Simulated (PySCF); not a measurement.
CH3ClFNSi2, SMILES Cl[Si@@]1(F)N=C[SiH2]1. Geometry: PBE-D3(BJ)/def2-SVP. The structure was generated by enumeration; whether it is a known compound was not checked.

All values below come from PBE-D3(BJ)/def2-SVP in PySCF 2.14.0.

Harmonic wavenumbers (cm⁻¹): 83, 118, 205, 227, 271, 376, 446, 458, 545, 562, 630, 722, 737, 864, 884, 905, 1241, 1530, 2138, 2160, 2956. Rotational constants (GHz): 2.766, 1.342, 1.246; symmetry number 1.

Q: Work out the zero-point energy and the ideal-gas rigid-rotor harmonic-oscillator thermochemistry at 298.15 K and 1 atm.

A: ZPE = ½ Σ hcν = ½ × 18058 cm⁻¹ = 25.81 kcal/mol. H − E(el) = 31.18 kcal/mol. Entropy in cal/(mol K): translation 40.71, rotation 28.63, vibration 17.69, total 87.04. G − E(el) = 5.23 kcal/mol. Cp = 28.04 cal/(mol K). Modes under 150 cm⁻¹ make the vibrational entropy uncertain.
